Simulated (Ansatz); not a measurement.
```yaml
crystal:
  periodic: [false, false, false]
  atoms:
    - {symbol: O, position_ang: [-1.535169, -0.320878, -0.598610]}
    - {symbol: P, position_ang: [-0.322969, 0.647733, -1.147281]}
    - {symbol: Sb, position_ang: [1.402216, 0.664497, 0.719474]}
    - {symbol: H, position_ang: [-1.235176, -1.105814, -0.130409]}
    - {symbol: H, position_ang: [0.470043, -0.290421, -1.882486]}
    - {symbol: H, position_ang: [0.254194, 1.284095, 1.821166]}
    - {symbol: H, position_ang: [1.028061, -0.947212, 1.172345]}
basis:
  gaussian: {orbitals: def2-mTZVP, point_charges: [{charge: -1.00, position_ang: [5.584, -0.132, 0.860]}]}
hamiltonian: {xc: {name: rPW86-PBE}}
outputs: {forces: true}
output: {forces: true}
```

```sh
$ ansatz run in.yaml --threads 2 --pin off --events-out ev --progress --plain --max-ram 4352MiB
```

Shortened log:

```
Error: YAML parse error: error: line 14 column 1: unknown field `outputs`, expected one of crystal, accuracy, basis, kpoints, hamiltonian, magnetization, projection, total_charge, correlation, batch, efield, external_charges, scf, relax, neb, saddle, md, ramp, phonons, dielectric, real_time, elastic, magnetic_configurations, gw, evaluate, workflow, output, checkpoint, execution
12 |   gaussian: {orbitals: def2-mTZVP, point_charges: [{charge: -1.00…
13 | hamiltonian: {xc: {name: rPW86-PBE}}
14 | outputs: {forces: true}
15 | output: {forces: true}
```

**Question.** What is wrong with this run?

**Answer.** The input holds a key that doesn't belong there. The input was rejected before any iteration.
